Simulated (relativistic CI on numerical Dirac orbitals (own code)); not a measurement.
A reference radial Dirac CI calculation of As5+ gave the lowest total energy -2251.69515 Ha in 35 SCF steps, from this input:

```
atom As  Z=33  charge=5  electrons=28
nucleus A=75  rms_radius_fm=4.0968
hamiltonian dirac-coulomb  breit=on  qed=on  c_scale=1
orbitals kli  potential=per-configuration
slater_scale 1
correlation none
mixing on
grid step=0.0125 r_max=24.8
scf mixing=0.4 start=green max_iterations=150 tolerance=2e-08 node_fill=0.05
configurations
  [Ar] 3d10
  [Ar] 3d9 4s
  [Ar] 3d9 4p
end
```

One setting was then changed, and the output read:

```
SCF 1: [Ar] 3d10
 iter      energy (Ha)   residual   last orbital (Ha)
    1     -2223.199468   2.98e+00    -11.45957
    2     -2249.231522   1.17e+00     -6.84485
error: SCF of 1s2 2s2 2p6 3s2 3p6 3d10 did not converge
end: not converged
```

(1) Which setting was changed?
A. grid step
B. configuration list
C. iteration limit
D. node fill of the KLI weights

Results:

(1) C. The iteration limit 2. This setting is bad on purpose; its numbers may not be properties of the ion.
